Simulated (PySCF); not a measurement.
Simulation results for CH₆BOSi, CH₉BSi₂, CH₆BNSi, B₂H₆NSi

All values are calculated (PySCF 2.14.0). Calculation on a computer-drawn molecule: optimised geometry and harmonic frequencies of an isolated molecule of the commonest isotopes, restricted reference for singlets and unrestricted otherwise, frozen core in MP2.

Common to all runs: method HF; basis cc-pV(D+d)Z.

```yaml
- entry: 1
  formula: CH6BOSi
  start_structure:
    atoms_angstrom:
      - [B, 1.0767, 2.2895, 0.2319]
      - [C, -0.3591, 1.7898, -0.095]
      - [Si, -0.3657, 0.417, -1.4241]
      - [O, -0.9403, 1.0982, -2.779]
      - [H, 1.1172, 3.4533, 0.6704]
      - [H, 2.0165, 1.655, 0.2521]
      - [H, -0.6691, 1.3116, 0.8229]
      - [H, -1.0524, 2.5607, -0.3084]
      - [H, -0.1117, -0.9248, -1.3866]
      - [H, -1.0838, 0.8433, -3.7073]
  given:
    charge: 1
    multiplicity: 1
    drawn_bonds_atom: [1, 2, 3, 1, 1, 2, 2, 3, 4]
    drawn_bonds_other_atom: [2, 3, 4, 5, 6, 7, 8, 9, 10]
    drawn_bonds_order: [1, 1, 1, 1, 1, 1, 1, 1, 1]
  results:
    optimised_atom_element: [B, C, Si, O, H, H, H, H, H, H]
    "optimised_atom_x [angstrom]": [1.082, -0.3977, -0.4278, -1.042, 1.242, 1.982, -0.7177, -1.097, 0.125, -1.121]
    "optimised_atom_y [angstrom]": [2.286, 1.824, 0.6381, 1.076, 3.396, 1.5, 1.25, 2.646, -0.7097, 0.5873]
    "optimised_atom_z [angstrom]": [0.3147, -0.119, -1.477, -2.858, 0.7078, 0.2719, 0.7707, -0.2776, -1.386, -3.671]
    "modes_frequency [cm^-1]": [56.13, 164.8, 206.8, 287.0, 502.9, 598.1, 647.1, 692.7, 719.4, 870.9, 903.2, 986.0, 990.1, 1106, 1152, 1251, 1317, 1467, 2453, 2714, 2840, 3101, 3275, 4092]
    "modes_reduced_mass [dalton]": [3.243, 1.191, 2.069, 2.691, 1.146, 1.288, 1.298, 1.3, 1.751, 1.32, 1.48, 1.372, 2.455, 4.499, 1.388, 1.413, 1.158, 1.098, 1.045, 1.054, 1.127, 1.068, 1.091, 1.069]
    "rotational_constants [GHz]": [16.64, 3.125, 3.024]
    "total_energy [hartree]": -429.6172
    "convergence_status_largest_gradient_component [hartree/bohr]": 2.146e-05
- entry: 2
  formula: CH9BSi2
  start_structure:
    atoms_angstrom:
      - [B, -1.9433, 0.0734, 1.6374]
      - [C, -0.6127, -0.2548, 1.2042]
      - [Si, 0.3212, 1.4605, 0.8011]
      - [Si, 2.4146, 1.0717, 0.0073]
      - [H, -2.1841, 0.3462, 2.7763]
      - [H, -2.8198, 0.2254, 0.9112]
      - [H, -0.4986, -0.83, 0.2032]
      - [H, 0.1046, -0.7195, 1.9533]
      - [H, 0.2621, 2.2952, 1.886]
      - [H, -0.5538, 2.1755, -0.2124]
      - [H, 3.3299, 0.339, 0.945]
      - [H, 3.1389, 2.3054, -0.3252]
      - [H, 2.5011, 0.2277, -1.216]
  given:
    charge: 0
    multiplicity: 1
    drawn_bonds_atom: [1, 2, 3, 1, 1, 2, 2, 3, 3, 4, 4, 4]
    drawn_bonds_other_atom: [2, 3, 4, 5, 6, 7, 8, 9, 10, 11, 12, 13]
    drawn_bonds_order: [1, 1, 1, 1, 1, 1, 1, 1, 1, 1, 1, 1]
  results:
    "total_energy [hartree]": null
- entry: 3
  formula: CH6BNSi
  start_structure:
    atoms_angstrom:
      - [B, -2.7374, -0.0948, -1.5224]
      - [C, -1.2922, 0.3198, -1.7648]
      - [Si, -0.1272, -1.2347, -1.5919]
      - ["N", 1.3674, -0.2897, -1.8873]
      - [H, -3.2334, -0.1927, -0.4791]
      - [H, -3.388, -0.4987, -2.4984]
      - [H, -1.0272, 1.0772, -0.9697]
      - [H, -1.1009, 0.7939, -2.7246]
      - [H, 1.4189, 0.6701, -2.1185]
      - [H, 2.2528, -0.7478, -1.8931]
  given:
    charge: 0
    multiplicity: 1
    drawn_bonds_atom: [1, 2, 3, 1, 1, 2, 2, 4, 4]
    drawn_bonds_other_atom: [2, 3, 4, 5, 6, 7, 8, 9, 10]
    drawn_bonds_order: [1, 1, 1, 1, 1, 1, 1, 1, 1]
  results:
    "rotational_constants [GHz]": null
    "total_energy [hartree]": null
- entry: 4
  formula: B2H6NSi
  start_structure:
    atoms_angstrom:
      - [B, -3.0193, 0.1306, 1.8765]
      - ["N", -2.5944, -0.8854, 1.0078]
      - [B, -1.7392, -1.9904, 1.3512]
      - [Si, -3.0719, -0.8598, -0.765]
      - [H, -2.7514, -0.0102, 3.0114]
      - [H, -3.6613, 0.9619, 1.4875]
      - [H, -1.4312, -2.079, 2.532]
      - [H, -1.2641, -2.7335, 0.5953]
      - [H, -3.0582, -2.1344, -1.2763]
      - [H, -4.3101, -0.1086, -0.8095]
  given:
    charge: 0
    multiplicity: 2
    drawn_bonds_atom: [1, 2, 2, 1, 1, 3, 3, 4, 4]
    drawn_bonds_other_atom: [2, 3, 4, 5, 6, 7, 8, 9, 10]
    drawn_bonds_order: [1, 1, 1, 1, 1, 1, 1, 1, 1]
  results:
    spin_squared: null
    "total_energy [hartree]": null
    "rotational_constants [GHz]": null
```

To be estimated
1. Estimate the total energy of CH₉BSi₂ (entry 2).
2. What rotational constants does the calculation give for CH₆BNSi (entry 3)?
3. CH₆BNSi (entry 3): total energy?
4. Give the missing spin squared for B₂H₆NSi (entry 4).
5. Estimate the total energy of B₂H₆NSi (entry 4).
6. Give the missing rotational constants for B₂H₆NSi (entry 4).

Answers
1. -645.6523 hartree
2. 10.01, 4.299, 3.357 GHz
3. -409.4205 hartree
4. 0.7532
5. -396.2777 hartree
6. 9.83, 4.994, 3.349 GHz

Further results for CH₉BSi₂ (entry 2):

| Item | Value |
| --- | --- |
| rotational constants | 12.21, 1.741, 1.617 GHz |
| convergence status largest gradient component | 2.681e-05 hartree/bohr |

Optimised structure:
```xyz
13
CH9BSi2
B     -2.0100     0.0674     1.6791
C     -0.5599    -0.2010     1.1693
Si     0.3033     1.4477     0.7513
Si     2.5044     1.0631    -0.0266
H     -2.2255     0.2588     2.8461
H     -2.9290     0.1393     0.9075
H     -0.5374    -0.7901     0.2468
H      0.0714    -0.6845     1.9219
H      0.3561     2.3158     1.9552
H     -0.4631     2.1748    -0.2925
H      3.2983     0.3593     1.0111
H      3.1756     2.3455    -0.3504
H      2.4758     0.2196    -1.2474
```

Modes:
```csv
frequency (cm⁻¹),reduced mass (dalton)
56.41,2.149
102.6,1.081
121.7,3.457
211.1,1.092
220.1,3.213
388.9,1.063
438.5,4.298
553.1,1.315
571.1,1.12
666.9,4.485
703.6,1.131
761.2,1.064
851.1,1.139
974.5,1.11
987.1,1.327
994.7,1.542
1019,1.047
1024,1.04
1032,1.051
1083,1.854
1169,1.467
1199,1.176
1332,1.247
1537,1.136
2285,1.049
2287,1.028
2298,1.052
2298,1.043
2305,1.028
2662,1.054
2729,1.127
3172,1.058
3229,1.105
```

Further results for CH₆BNSi (entry 3):

| Item | Value |
| --- | --- |
| convergence status largest gradient component | 2.092e-05 hartree/bohr |

Optimised structure:
```xyz
10
CH6BNSi
B     -2.2251    -0.2845    -1.7336
C     -1.3008     0.9020    -1.3559
Si     0.4346     0.2813    -0.7402
N      0.9083    -0.6622    -2.0789
H     -2.9404    -0.8010    -0.9148
H     -2.2074    -0.7616    -2.8395
H     -1.6905     1.5223    -0.5448
H     -1.0481     1.5389    -2.2143
H      0.3947    -0.8271    -2.9251
H      1.8075    -1.1055    -2.1026
```

Modes:
```csv
frequency (cm⁻¹),reduced mass (dalton)
80.42,2.524
175.8,2.557
249.8,1.339
343.1,2.256
562.5,1.141
580.4,1.451
598,2.355
710.8,1.076
824,1.215
869.4,2.308
903,1.706
993.5,1.43
1055,2.639
1131,1.449
1187,1.227
1335,1.239
1537,1.141
1699,1.123
2646,1.054
2706,1.126
3153,1.063
3231,1.099
3767,1.051
3865,1.097
```

Further results for B₂H₆NSi (entry 4):

| Property | Result |
| --- | --- |
| convergence status largest gradient component | 1.187e-05 hartree/bohr |

Optimised structure:
```xyz
10
B2H6NSi
B     -3.0206     0.0837     1.8915
N     -2.5826    -0.9176     0.9634
B     -1.7174    -1.9742     1.4002
Si    -3.0342    -0.7947    -0.7489
H     -2.7172     0.0037     3.0471
H     -3.6887     1.0038     1.5034
H     -1.4111    -2.0595     2.5548
H     -1.2991    -2.7694     0.6026
H     -3.0761    -2.1494    -1.3424
H     -4.3540    -0.1352    -0.8608
```

Modes:
```csv
frequency (cm⁻¹),reduced mass (dalton)
69.6,1.143
292,2.859
303.8,2.57
332,1.13
385,2.63
411.2,1.021
681.8,3.835
743.8,1.111
845.5,1.187
982.6,1.309
989.3,1.646
1003,1.108
1107,1.342
1120,1.416
1234,2.202
1295,1.405
1396,1.434
1402,2.981
2301,1.028
2319,1.055
2663,1.05
2683,1.059
2743,1.128
2758,1.125
```
